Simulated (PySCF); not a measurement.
C6H7ClF (doublet state).
Geometry (GFN2-xTB, Å), atoms numbered from 1 in this order:
```
atom  x, y, z in Å
C1     2.328   -0.749   -0.379
C2     1.379    0.167   -0.393
C3     0.390    0.375    0.717
C4    -1.012    0.149    0.206
C5    -1.707    1.149   -0.450
Cl6   -1.070    2.705   -0.699
C7    -1.559   -1.097    0.380
F8    -2.791   -1.395   -0.069
H9     3.017   -0.866   -1.198
H10    2.463   -1.416    0.456
H11    1.261    0.826   -1.243
H12    0.602   -0.308    1.538
H13    0.472    1.402    1.081
H14   -2.699    0.993   -0.838
H15   -1.079   -1.927    0.869
```

The hyperfine couplings belong to this conformer and change with its torsions.

Identity: `C=CC/C([CH]Cl)=C/F` [radical].

Level of theory: UKS B3LYP, pcH-1 on C Cl F H, non-relativistic, mean-field spin-orbit, GIAO (PySCF). The structure is a single GFN2-xTB conformer in the gas phase; no vibrational or solvent corrections. Couplings are sensitive to structure, and on GFN2-xTB geometries they can be far from those on DFT ones. The SCF solution wasn't tested for stability. ⟨S²⟩ is 0.776 where a pure state has 0.75.

(1) Break the g tensor into its mass correction, gauge correction and orbital-Zeeman/spin–orbit terms.

(2) What are the electron Larmor frequencies g μB B/h along the three axes at 3350 mT?

(3) Average each term over the three axes. Which is largest in size?

(4) In a frozen sample, at which fields do the three g values resonate at 9.5, 34, 94 and 263 GHz (hyperfine left aside), and which band first spreads them over more than twice a line width of 0.3 mT?

Results:

(1) 
| Δg (ppt) | 1 | 2 | 3 |
| --- | --- | --- | --- |
| relativistic mass correction | -0.19 | -0.19 | -0.19 |
| gauge correction | 0.00 | 0.04 | 0.04 |
| orbital Zeeman/spin–orbit | -0.36 | 4.54 | 5.41 |
| total | -0.55 | 4.39 | 5.26 |

So g = 2.00177, 2.00671, 2.00758 and g_iso = 2.00535; the tensor is close to axial: the two nearest values differ by 15 % of g3 − g1. Axes: g3 points within 8° of the C7–H15 bond.

(2) 93.8577, 94.0895, 94.1300 GHz for g1, g2 and g3, a range of 272.3 MHz.

(3) The orbital-Zeeman/spin–orbit term 3.20, the mass correction -0.19 and the gauge correction 0.03 ppt, for a total of 3.03 ppt. The orbital-Zeeman/spin–orbit term is the largest in size. The mass correction is the same along every axis, so the anisotropy comes from the other two: their spans along these axes are 0.05 (gauge) and 5.76 ppt (orbital Zeeman/spin–orbit).

(4) 
```
band    GHz  B(g3) mT  B(g2) mT  B(g1) mT  spread mT
   X    9.5    338.10    338.24    339.08       0.98
   Q   34.0   1210.03   1210.55   1213.54       3.51
   W   94.0   3345.37   3346.81   3355.08       9.71
   J  263.0   9359.93   9363.95   9387.08      27.16
```

The spread grows in proportion to the frequency. X band is the first where it exceeds 0.6 mT.

The Mulliken spin populations are largest on C5 (+0.62), C7 (+0.58), C4 (-0.24) and Cl6 (+0.06). The angles at C5 add up to 360.0°, so it is planar; its axial dipolar tensor and the negative coupling of its proton fit spin in a p orbital normal to that plane.

The HOMO–LUMO gaps are 5.26 eV among the α and 4.89 eV among the β orbitals.
